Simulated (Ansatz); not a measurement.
Geometry optimisation, Ansatz 0.2.0, RHF/6-31G*.

input.yaml

```yaml
crystal:
  periodic: [false, false, false]
  atoms:
    - { symbol: B, position_ang: [0.247634, 0.546689, -0.499876] }
    - { symbol: H, position_ang: [-0.416815, 0.128837, 1.775585] }
    - { symbol: "N", position_ang: [1.369557, -0.324558, -0.499569] }
    - { symbol: H, position_ang: [1.314249, -1.299596, -0.687347] }
    - { symbol: H, position_ang: [2.276567, -0.032935, -0.215384] }
    - { symbol: O, position_ang: [-0.997393, 0.137435, -0.898664] }
    - { symbol: H, position_ang: [-1.034929, -0.762624, -1.188284] }
    - { symbol: "N", position_ang: [0.401443, 1.96439, -0.104974] }
    - { symbol: H, position_ang: [1.272328, 2.278148, 0.259196] }
    - { symbol: C, position_ang: [-0.664922, 2.933956, -0.074134] }
    - { symbol: H, position_ang: [-1.487364, 2.58183, -0.68] }
    - { symbol: H, position_ang: [-1.046351, 3.110598, 0.931904] }
    - { symbol: H, position_ang: [-0.338405, 3.889348, -0.475916] }
    - { symbol: H, position_ang: [-0.251599, 0.808583, 1.742363] }
basis:
  gaussian: { orbitals: "6-31G*" }
hamiltonian:
  xc: hf
relax:
  f_tol: 0.03
  max_steps: 50
output:
  orbitals: {}
```

Run as:

```bash
$ ansatz run input.yaml --threads 1 --pin off --max-ram 2048MiB --backend cpu --events-out ev --progress --plain --runs-dir out
```

**Question.** Where does it end, and by what steps?

**Answer.** The forces met the threshold. The force dipped under the threshold on the way, but the program's further checks kept it going. After 24 steps the energy has fallen by 0.408 eV; H2 moved furthest, 1.56 Å.

```tsv
step	energy less start (eV)	largest force component (eV/Å)	accepted
0	0.0000	2.076	yes
1	-0.2207	0.845	yes
2	-0.3083	0.275	yes
3	-0.3511	0.136	yes
4	-0.3744	0.085	yes
5	-0.3869	0.122	yes
6	-0.3761	0.765	no
7	-0.3921	0.065	yes
8	-0.3946	0.251	yes
9	-0.3982	0.080	yes
10	-0.3983	0.168	yes
11	-0.3818	0.776	no
12	-0.3999	0.157	yes
13	-0.4008	0.406	yes
14	-0.4050	0.050	yes
15	-0.4057	0.023	yes
16	-0.4061	0.093	yes
17	-0.4066	0.089	yes
18	-0.4071	0.045	yes
19	-0.4071	0.046	no
20	-0.4072	0.016	yes
21	-0.4075	0.024	yes
22	-0.4075	0.124	yes
23	-0.4079	0.042	yes
24	-0.4080	0.009	yes
```

```xyz
14
Properties=species:S:1:pos:R:3
B 0.263 0.614 -0.766
H -0.350 0.283 3.329
N 1.349 -0.307 -0.666
H 1.330 -1.224 -1.050
H 2.146 -0.144 -0.093
O -0.854 0.318 -1.513
H -0.824 -0.527 -1.933
N 0.304 1.864 -0.099
H 1.125 2.119 0.402
C -0.687 2.910 -0.195
H -1.561 2.528 -0.702
H -0.994 3.256 0.789
H -0.324 3.770 -0.753
H -0.281 0.502 2.635
```

Run time: 77 s on 1 thread of AMD EPYC 7R43 64-Core Processor (Zen 3), with other jobs on the host, peak memory 0.19 GiB.
